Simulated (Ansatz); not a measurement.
Computed with Ansatz on PBE0-D4/def2-TZVP structures; ΔE is electronic, products minus reactants. CCSD(T)/CBS adds triple-zeta CCSD(T) − MP2 to the extrapolated MP2 energy (def2 sets, frozen cores). This one scheme is used for every species. DFT in def2-TZVPP. B3LYP here is the variant with VWN-RPA as its local correlation; programs differ in this. Each species was taken in one conformer, which may not be the lowest.

`C[SiH2][SiH]([AlH2])Cl` + `NCF` → `FC[NH][AlH2]` + `C[SiH2][SiH2]Cl`  (cleavage of the Al–Si bond)

`C[SiH2][SiH]([AlH2])Cl`:

Cartesian coordinates in Å:
```
C 1.215 0.553 1.640
Si 1.285 0.522 -0.235
Si -0.326 -0.961 -1.077
Al -2.624 -0.276 -0.560
Cl -0.048 -1.137 -3.135
H 1.950 1.256 2.040
H 1.430 -0.435 2.053
H 0.227 0.860 1.992
H 2.636 0.110 -0.709
H 1.003 1.879 -0.784
H -0.043 -2.308 -0.492
H -3.701 -0.031 -1.698
H -3.004 -0.033 0.965
```

`NCF`:

Cartesian coordinates in Å:
```
N -0.564 0.116 0.683
C 0.272 0.184 -0.441
F 0.926 -1.025 -0.733
H -1.322 -0.542 0.568
H -0.060 -0.091 1.534
H -0.311 0.435 -1.329
H 1.059 0.924 -0.282
```

`FC[NH][AlH2]`:

Z-matrix (Å, degrees):
```
C
N 1 1.408
F 1 1.400 2 111.8
H 1 1.093 2 110.4 3 -118.2
H 1 1.094 2 112.6 3 118.6
Al 2 1.782 1 126.3 3 96.4
H 2 1.010 1 112.4 3 -76.0
H 6 1.580 2 117.4 1 -174.9
H 6 1.581 2 116.5 1 7.4
```

`C[SiH2][SiH2]Cl`:

Cartesian coordinates in Å:
```
C 1.389 -0.643 -0.784
Si -0.387 -0.049 -0.831
Si -1.109 0.526 1.319
Cl 0.245 1.880 2.106
H 1.482 -1.545 -0.175
H 2.035 0.126 -0.355
H 1.746 -0.871 -1.790
H -1.294 -1.105 -1.364
H -0.522 1.155 -1.698
H -2.447 1.170 1.334
H -1.139 -0.644 2.237
```

```
             level  ΔE (kJ/mol)  difference from CCSD(T)/CBS
            PBE-D4        -69.5                         18.3
         r2SCAN-D4        -84.4                          3.4
           PBE0-D4        -72.3                         15.5
          B3LYP-D4        -87.6                          0.2
           ωB97X-V        -86.9                          0.9
            B2PLYP        -93.2                         -5.4
               PBE        -70.6                         17.2
            r2SCAN        -84.9                          2.9
              PBE0        -73.6                         14.2
   CCSD/def2-TZVPP        -90.4                         -2.6
CCSD(T)/def2-TZVPP        -89.0                         -1.2
     HF/def2-QZVPP        -98.7                        -10.9
    MP2/def2-QZVPP        -96.6                         -8.8
SCS-MP2/def2-QZVPP        -98.0                        -10.2
      HF/CBS(def2)        -98.9                        -11.1
     MP2/CBS(def2)        -95.6                         -7.8
       CCSD(T)/CBS        -87.8                            0
```

Largest T1 diagnostic among the species: 0.012.

From PBE to PBE0 (25 % exact exchange), in def2-TZVPP and without D4, ΔE moves by −3.0 kJ/mol.
